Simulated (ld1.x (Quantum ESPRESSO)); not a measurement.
**Configuration tests for nitrogen (RRKJ)**

| Property | Result |
| --- | --- |
| Element | nitrogen (N) |
| Generator | ld1.x (Quantum ESPRESSO) 7.5 |
| Type | norm-conserving RRKJ (Kleinman–Bylander form) |
| Functional | PBE |
| Relativity | scalar-relativistic |
| Frozen core | [He] |
| Valence charge | 5 |
| Reference configuration | 2s2 2p2 (charge +1) |
| Partial waves | 2s (bound): rc 1.05 bohr; 2p (bound): rc 1.85 bohr |
| Local potential | all-electron potential smoothed inside 1.00 bohr (lloc = -1) |
| Core correction | a·sin(br)/r model core, default radius (core density twice the valence density) |

Energies are relative to the spin-unpolarised reference configuration 2s2 2p2; without spin polarisation the order of configurations can differ from experiment. The frozen-core shift is the all-electron ΔE with the core orbitals held at their reference shape minus the fully relaxed ΔE.

| valence configuration | charge | ΔE all-electron (eV) | error AE − PS (meV) | frozen-core shift (meV) |
| --- | --- | --- | --- | --- |
| 2s2 2p3 | 0 | -13.591 | +35 | +0.1 |
| 2s2 2p1 | +2 | 28.854 | +155 | +1.0 |
| 2s2 2p0 | +3 | 75.936 | +1043 | +7.9 |
| 2s1 2p3 | +1 | 11.781 | +5.5 | +0.5 |
| 2s1 2p4 | 0 | -2.084 | +114 | +0.5 |
| 2s0 2p5 | 0 | 9.449 | +191 | +1.6 |

(1) What are ΔE and the potential's error for 2s2 2p2.5?

Levels in the configuration 2s2 2p1:

| level | all-electron (eV) | pseudo (eV) |
| --- | --- | --- |
| 2s | -49.160 | -49.013 |
| 2p | -37.512 | -37.110 |

Results:

(1) ΔE = -8.498 eV all-electron; the error (AE − PS) is +14 meV.
